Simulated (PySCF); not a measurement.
diboron tetrafluoride (B2F4), SMILES FB(F)B(F)F.

The structure is a stationary point at PBE0-D3(BJ)/def2-SVP. Other conformers were not sampled.

Level of theory: TDA-PBE/def2-SVPD in PySCF.

Vertical excitations. The molecule is in vacuum. State labels are in the subgroup D2.

Computed UV-visible absorptions:
| state | symmetry | energy (eV) | λ (nm) | f | main pairs |
|---|---|---|---|---|---|
| S1 | B1 | 7.05 | 176 | 0.048 | HOMO→LUMO 97 % |
| S2 | B3 | 7.08 | 175 | 0.048 | HOMO→LUMO+1 97 % |
| S3 | A | 8.44 | 147 | 0.000 | HOMO→LUMO+2 94 % |
| S4 | A | 8.54 | 145 | 0.000 | HOMO−1→LUMO 95 % |
| S5 | B2 | 8.56 | 145 | 0.001 | HOMO−2→LUMO 64 %, HOMO−1→LUMO+1 36 % |
| S6 | A | 8.58 | 145 | 0.000 | HOMO−2→LUMO+1 96 % |
| S7 | B2 | 8.67 | 143 | 0.018 | HOMO−1→LUMO+1 59 %, HOMO−2→LUMO 32 % |
| S8 | B2 | 8.96 | 138 | 0.195 | HOMO→LUMO+3 92 % |
| S9 | B3 | 9.05 | 137 | 0.003 | HOMO−3→LUMO 54 %, HOMO−4→LUMO+1 46 % |
| S10 | B1 | 9.05 | 137 | 0.002 | HOMO−3→LUMO+1 51 %, HOMO−4→LUMO 49 % |
| T1 | B1 | 5.84 | 212 | 0 | HOMO→LUMO 99 % |
| T2 | B3 | 5.87 | 211 | 0 | HOMO→LUMO+1 99 % |
| T3 | A | 8.14 | 152 | 0 | HOMO→LUMO+2 100 % |
| T4 | B2 | 8.31 | 149 | 0 | HOMO−2→LUMO 69 %, HOMO−1→LUMO+1 31 % |
Triplets are in the Tamm–Dancoff approximation.
